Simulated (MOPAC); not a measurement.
MOPAC input (MNDO):

```
MNDO PRECISE GNORM=0.05 LET XYZ UHF MS=0.5 GEO-OK AUX(PRECISION=9) THREADS=1
CH2BCl2S

C    -2.44397300 1   -0.14565100 1    0.36053100 1
S    -0.98132800 1   -0.97337600 1    0.64675900 1
B     0.33608400 1    0.02750200 1   -0.05367900 1
Cl    0.06554400 1    1.55859000 1   -0.86271200 1
Cl    1.96378600 1   -0.60995000 1    0.10919600 1
H    -2.46992200 1    0.80009300 1   -0.15541200 1
H    -3.34402600 1   -0.61655800 1    0.72225700 1
```

Output:

```
 *******************************************************************************
 **                                                                           **
 **                              MOPAC v23.2.5                                **
 **                                                                           **
 *******************************************************************************
 ** MOPAC's Digital Object Identifier: https://doi.org/10.5281/zenodo.6511958 **
 **                                                                           **
 ** Please cite the open-source release paper for use of this MOPAC version:  **
 ** J. E. Moussa and J. J. P. Stewart (2026)                                  **
 ** MOPAC: An open-source semiempirical molecular orbital program             **
 ** J. Open Source Softw., 11(119), 8025, https://doi.org/10.21105/joss.08025 **
 *******************************************************************************

                              MNDO CALCULATION RESULTS

 *******************************************************************************
 *  MNDO       - The MNDO Hamiltonian to be used
 *  GEO-OK     - OVERRIDE INTERATOMIC DISTANCE AND OTHER SAFETY CHECKS
 *  UHF        - UNRESTRICTED HARTREE-FOCK CALCULATION
 *  MS=        - IN MECI, MAGNETIC COMPONENT OF SPIN =  0.5
 *  LET        - OVERRIDE SOME SAFETY CHECKS
 *  PRECISE    - TIGHTER CRITERIA TO BE USED
 *  XYZ        - CARTESIAN COORDINATE SYSTEM TO BE USED
 *  GNORM      - EXIT WHEN GRADIENT NORM DROPS BELOW 0.050
 *  AUX        - OUTPUT AUXILIARY INFORMATION
 *******************************************************************************
MNDO PRECISE GNORM=0.05 LET XYZ UHF MS=0.5 GEO-OK AUX(PRECISION=9) THREADS=1
 CH2BCl2S

   ATOM   CHEMICAL          X               Y               Z
  NUMBER   SYMBOL      (ANGSTROMS)     (ANGSTROMS)     (ANGSTROMS)

     1       C         -2.44397300  *  -0.14565100  *   0.36053100  *
     2       S         -0.98132800  *  -0.97337600  *   0.64675900  *
     3       B          0.33608400  *   0.02750200  *  -0.05367900  *
     4      Cl          0.06554400  *   1.55859000  *  -0.86271200  *
     5      Cl          1.96378600  *  -0.60995000  *   0.10919600  *
     6       H         -2.46992200  *   0.80009300  *  -0.15541200  *
     7       H         -3.34402600  *  -0.61655800  *   0.72225700  *

          CARTESIAN COORDINATES

    NO.       ATOM           X           Y           Z

     1         C         -2.4440     -0.1457      0.3605
     2         S         -0.9813     -0.9734      0.6468
     3         B          0.3361      0.0275     -0.0537
     4        Cl          0.0655      1.5586     -0.8627
     5        Cl          1.9638     -0.6100      0.1092
     6         H         -2.4699      0.8001     -0.1554
     7         H         -3.3440     -0.6166      0.7223

  H: (MNDO): M.J.S. DEWAR, W. THIEL, J. AM. CHEM. SOC., 99, 4899, (1977)
  B: (MNDO): M.J.S. DEWAR, M.L. MCKEE, J. AM. CHEM. SOC., 99, 5231, (1977)
  C: (MNDO): M.J.S. DEWAR, W. THIEL, J. AM. CHEM. SOC., 99, 4899, (1977)
  S: (MNDO): M.J.S.DEWAR, C.H. REYNOLDS, J. COMP. CHEM. 7, 140-143 (1986)
 Cl: (MNDO): M.J.S.DEWAR, H.S.RZEPA, J. COMP. CHEM., 4, 158, (1983)

           Empirical Formula: C H2 S B Cl2  =     7 atoms

      MOLECULAR POINT GROUP   :   Cs

          UHF CALCULATION, NO. OF ALPHA ELECTRONS =   15
                           NO. OF BETA  ELECTRONS =   14

          Geometry optimization using EF

          DIAGONAL MATRIX USED AS START HESSIAN

 CYCLE:     1  GRAD.:   154.611 HEAT: -9.066996
 CYCLE:     2  GRAD.:   315.307 HEAT: -4.310151
 CYCLE:     3  GRAD.:   145.781 HEAT: -13.08045
 CYCLE:     4  GRAD.:   127.063 HEAT: -11.88137
 CYCLE:     5  GRAD.:   154.914 HEAT: -11.80843
 CYCLE:     6  GRAD.:   214.244 HEAT: -7.775732
 CYCLE:     7  GRAD.:    70.131 HEAT: -16.54879
 CYCLE:     8  GRAD.:   129.423 HEAT: -13.41993
 CYCLE:     9  GRAD.:    84.084 HEAT: -16.09015
 CYCLE:    10  GRAD.:    59.646 HEAT: -16.66973
 CYCLE:    11  GRAD.:    46.210 HEAT: -18.42747
 CYCLE:    12  GRAD.:    64.135 HEAT: -17.28133
 CYCLE:    13  GRAD.:    10.366 HEAT: -19.75771
 CYCLE:    14  GRAD.:     7.163 HEAT: -19.82720
 CYCLE:    15  GRAD.:     4.055 HEAT: -19.88445
 CYCLE:    16  GRAD.:     6.265 HEAT: -20.01651
 CYCLE:    17  GRAD.:     5.314 HEAT: -20.10274
 CYCLE:    18  GRAD.:     1.567 HEAT: -20.12613
 CYCLE:    19  GRAD.:     0.613 HEAT: -20.12926
 CYCLE:    20  GRAD.:     0.350 HEAT: -20.13044
 CYCLE:    21  GRAD.:     0.964 HEAT: -20.13269
 CYCLE:    22  GRAD.:     1.750 HEAT: -20.13883
 CYCLE:    23  GRAD.:     3.751 HEAT: -20.17881
 CYCLE:    24  GRAD.:   176.580 HEAT: -40.98926
 CYCLE:    25  GRAD.:   160.044 HEAT: -34.84714
 CYCLE:    26  GRAD.:   173.027 HEAT: -41.22787
 CYCLE:    27  GRAD.:   164.384 HEAT: -43.36455
 CYCLE:    28  GRAD.:   133.885 HEAT: -45.80731
 CYCLE:    29  GRAD.:    55.097 HEAT: -48.42815
 CYCLE:    30  GRAD.:    31.310 HEAT: -52.30436
 CYCLE:    31  GRAD.:    27.031 HEAT: -53.58088
 CYCLE:    32  GRAD.:     6.551 HEAT: -53.95364
 CYCLE:    33  GRAD.:     3.888 HEAT: -53.97020
 CYCLE:    34  GRAD.:     1.816 HEAT: -53.98159
 CYCLE:    35  GRAD.:     2.083 HEAT: -53.99795
 CYCLE:    36  GRAD.:     5.011 HEAT: -54.02928
 CYCLE:    37  GRAD.:     4.239 HEAT: -54.04932
 CYCLE:    38  GRAD.:     0.684 HEAT: -54.06140
 CYCLE:    39  GRAD.:     0.348 HEAT: -54.06209
 CYCLE:    40  GRAD.:     0.190 HEAT: -54.06226
 CYCLE:    41  GRAD.:     0.241 HEAT: -54.06247
 CYCLE:    42  GRAD.:     0.457 HEAT: -54.06295
 CYCLE:    43  GRAD.:     0.703 HEAT: -54.06370
 CYCLE:    44  GRAD.:     1.492 HEAT: -54.06564
 CYCLE:    45  GRAD.:     0.576 HEAT: -54.06895
 CYCLE:    46  GRAD.:     1.073 HEAT: -54.07004
 CYCLE:    47  GRAD.:     0.657 HEAT: -54.07019
 CYCLE:    48  GRAD.:     0.098 HEAT: -54.07054
 CYCLE:    49  GRAD.:     0.121 HEAT: -54.07058
 CYCLE:    50  GRAD.:     0.075 HEAT: -54.07061
 CYCLE:    51  GRAD.:     0.020 HEAT: -54.07061

     GRADIENT =  0.02006 IS LESS THAN CUTOFF =  0.05000

 -------------------------------------------------------------------------------
 MNDO PRECISE GNORM=0.05 LET XYZ UHF MS=0.5 GEO-OK AUX(PRECISION=9) THREADS=1
 CH2BCl2S

     GEOMETRY OPTIMISED USING EIGENVECTOR FOLLOWING (EF).
     SCF FIELD WAS ACHIEVED

                              MNDO CALCULATION
                                                       MOPAC v23.2.5 Linux

          FINAL HEAT OF FORMATION =        -54.07061 KCAL/MOL =    -226.23143 KJ/MOL

          COSMO AREA              =        135.77 SQUARE ANGSTROMS
          COSMO VOLUME            =        126.82 CUBIC ANGSTROMS

          GRADIENT NORM           =          0.02006          =       0.00758 PER ATOM
          IONIZATION POTENTIAL    =          9.729534 EV
          ALPHA SOMO LUMO (EV)    =         -9.730 -1.273
          BETA  SOMO LUMO (EV)    =        -11.579 -1.256
          NO. OF ALPHA ELECTRONS  =         15
          NO. OF BETA  ELECTRONS  =         14
          MOLECULAR WEIGHT        =        127.8028         POINT GROUP:  Cs

          MOLECULAR DIMENSIONS (Angstroms)

            Atom       Atom       Distance
            H     7   Cl     5     5.29013
           Cl     4    S     2     2.79698
            H     6    H     7     0.00098

          SCF CALCULATIONS        =         52

   ATOM   CHEMICAL          X               Y               Z
  NUMBER   SYMBOL      (ANGSTROMS)     (ANGSTROMS)     (ANGSTROMS)

     1       C         -2.45827069  *  -0.20598713  *   0.39069721  *
     2       S         -0.97200225  *  -0.90770814  *   0.61071286  *
     3       B          0.29837154  *   0.02306055  *  -0.04570608  *
     4      Cl          0.13367751  *   1.57598295  *  -0.88410231  *
     5      Cl          1.93778922  *  -0.61936675  *   0.12453353  *
     6       H         -2.63403502  *   0.73489556  *  -0.10815083  *
     7       H         -3.30955357  *  -0.74619722  *   0.78394441  *

                             CARTESIAN COORDINATES

   1    C       -2.458270695    -0.205987127     0.390697208
   2    S       -0.972002245    -0.907708140     0.610712856
   3    B        0.298371540     0.023060551    -0.045706084
   4   Cl        0.133677512     1.575982951    -0.884102311
   5   Cl        1.937789222    -0.619366748     0.124533532
   6    H       -2.634035022     0.734895558    -0.108150831
   7    H       -3.309553573    -0.746197223     0.783944410

           Empirical Formula: C H2 S B Cl2  =     7 atoms

      MOLECULAR POINT GROUP   :   Cs

          ALPHA EIGENVALUES
 -32.02223 -27.33983 -26.04019 -24.25729 -20.17661 -17.06218 -16.80475 -15.00250
 -14.91466 -13.38762 -13.10088 -12.76187 -12.55584 -12.16397  -9.72953  -1.27292
   0.04621   1.07821   2.45288   2.99678   3.82435   4.11799

           BETA EIGENVALUES
 -30.73634 -27.23799 -26.03572 -24.04183 -20.06516 -17.00436 -16.66228 -14.83771
 -14.78866 -13.29645 -13.07743 -12.75975 -12.13982 -11.57894  -1.25576  -0.34416
   0.73183   1.55770   2.51962   3.17250   4.16914   4.79579

              NET ATOMIC CHARGES AND DIPOLE CONTRIBUTIONS

  ATOM NO.   TYPE          CHARGE      No. of ELECS.   s-Pop       p-Pop
    1          C          -0.246759        4.2468     1.29890     2.94786
    2          S           0.305661        5.6943     1.77327     3.92106
    3          B          -0.051137        3.0511     1.22115     1.82999
    4         Cl          -0.098422        7.0984     1.97420     5.12422
    5         Cl          -0.073301        7.0733     1.97363     5.09967
    6          H           0.078827        0.9212     0.92117
    7          H           0.085131        0.9149     0.91487
 DIPOLE           X         Y         Z       TOTAL
 POINT-CHG.    -1.683    -1.648     1.098     2.599
 HYBRID        -0.221     1.609    -0.863     1.839
 SUM           -1.904    -0.039     0.236     1.919

          ATOMIC ORBITAL ELECTRON POPULATIONS

     Atom    s        px        py        pz
    1  C   1.29890   0.92104   0.98209   1.04472
    2  S   1.77327   0.96368   1.34741   1.60998
    3  B   1.22115   0.73802   0.62593   0.46604
    4 Cl   1.97420   1.96361   1.40092   1.75969
    5 Cl   1.97363   1.33688   1.85260   1.91019
    6  H   0.92117
    7  H   0.91487

                    (SZ)    =    0.500000
                    (S**2)  =    0.759479

          ATOMIC ORBITAL SPIN POPULATIONS

    Atom   Total    s     px     py     pz
         Atomic
    1  C  1.0782  0.054  0.059  0.252  0.713
    2  S -0.0093  0.004 -0.033 -0.010  0.029
    3  B  0.0317  0.002  0.002  0.007  0.020
    4 Cl  0.0020  0.000 -0.000 -0.000  0.002
    5 Cl  0.0009  0.000 -0.003  0.001  0.003
    6  H -0.0515 -0.051
    7  H -0.0519 -0.052

 **********************
 *                    *
 * JOB ENDED NORMALLY *
 *                    *
 **********************

 == MOPAC DONE ==
```

The geometry given is a B3LYP-D3(BJ)/def2-TZVP minimum.
